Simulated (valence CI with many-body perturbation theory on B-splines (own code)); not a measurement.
**Sensitivity of CI+MBPT for P III**

Computed by configuration interaction combined with many-body perturbation theory (CI+MBPT): three valence electrons over a frozen Dirac-Fock core [Ne], a basis of 6 s, 6 p, 5 d, 3 f, 1 g functions for each j, with the one-electron correlation potential Σ1, the two-electron term Σ2, the three-electron term Σ3, Breit, model QED; selected CI, second order for the rest, scaled by the run's own slope (own B-spline code, finite nucleus).

Against 10 measured levels this calculation errs by 126 cm⁻¹ on average and by 199 at most. These come from a selection out of Martin, Zalubas and Musgrove, J. Phys. Chem. Ref. Data 14, 751 (1985). Levels without a partner in it may be off by more.

The reference run has the lowest level 3s2 3p 2P°_1/2 and an ionisation energy of 30.1868 eV. Its largest variational space holds 4896 state functions.

Changed runs:
A. factor on the speed of light 1 → 100; QED terms on → off
B. lowest core n in screening and Σ2 1 → 3
C. three-electron term on → off
D. closed core [Ne] → [Ne] 3s1 (bad on purpose)

Excitation energies of the reference run in cm⁻¹, and shifts in cm⁻¹:

| Level | Reference | C |
| --- | --- | --- |
| 3s2 3p 2P°_3/2 | 560 | -0.3 |
| 3s 3p2 4P_1/2 | 56724 | -22 |
| 3s 3p2 4P_3/2 | 56928 | -22 |
| 3s 3p2 4P_5/2 | 57257 | -22 |
| 3s 3p2 2D_3/2 | 74866 | -5.1 |
| 3s 3p2 2D_5/2 | 74896 | -5.4 |
| 3s 3p2 2S_1/2 | 100399 | +38 |
| 3s 3p2 2P_1/2 | 109186 | +24 |
| 3s 3p2 2P_3/2 | 109563 | +24 |
| 3s2 3d 2D_3/2 | 117103 | +67 |
| 3s2 3d 2D_5/2 | 117115 | +67 |
| 3s2 4s 2S_1/2 | 117838 | +60 |
| Ionisation energy (eV) | 30.1868 | +0.0074 |

Run A ends with another lowest level, 3s2 3p 2P°_3/2, and an ionisation energy of 30.1524 eV.

Run B: It gave no result: the setting left no core shell for the response of the core. The program said: "need at least one array to concatenate".

Run D: It gave no result: the perturbation theory needs a core of closed shells. The program said: "the core must hold closed shells only".
